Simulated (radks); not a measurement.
Species: Ti VIII. Configuration: [Ne] 3s2 3p3. All-electron calculation, non-relativistic Kohn-Sham, PBE, spin-polarised, spherical densities, point nucleus; open shells are filled with parallel spins first. Program: a radial shooting solver on a logarithmic mesh with Libxc functionals.

Normalised radial functions P(r) = r R(r), r in bohr:

```
   r/bohr * 2s down (the largest magnitude, 1.84, reaches the edge; | marks zero)
 0.005097                             |   *
 0.005747                             |   *
 0.006428                             |    *
  0.00719                             |    *
 0.008106                             |     *
 0.009067                             |     *
  0.01014                             |      *
  0.01143                             |       *
  0.01279                             |       *
  0.01431                             |        *
  0.01613                             |         *
  0.01804                             |         *
  0.02018                             |          *
  0.02275                             |           *
  0.02545                             |           *
  0.02846                             |            *
  0.03209                             |            *
   0.0359                             |            *
  0.04015                             |            *
  0.04527                             |           *
  0.05063                             |           *
  0.05664                             |          *
  0.06386                             |        *
  0.07142                             |      *
  0.07989                             |    *
  0.09007                             | *
   0.1007                           * |
   0.1127                        *    |
   0.1271                    *        |
   0.1421                *            |
    0.159            *                |
   0.1792        *                    |
   0.2005     *                       |
   0.2242   *                         |
   0.2528  *                          |
   0.2828  *                          |
   0.3163   *                         |
   0.3566     *                       |
   0.3989        *                    |
   0.4461           *                 |
    0.503               *             |
   0.5626                  *          |
   0.6293                     *       |
   0.7096                        *    |
   0.7936                          *  |
   0.8877                           * |
    1.001                            *|
    1.119                            *|
    1.252                             *
    1.412                             *
    1.579                             *
    1.766                             *
    1.991                             *
    2.228                             *
    2.491                             *
    2.809                             *
    3.142                             *
```

2s down: eigenvalue -668.09 eV, 1 radial node at r = 0.0953 bohr, <r> = 0.326 bohr, 90 % of the charge inside 0.506 bohr.
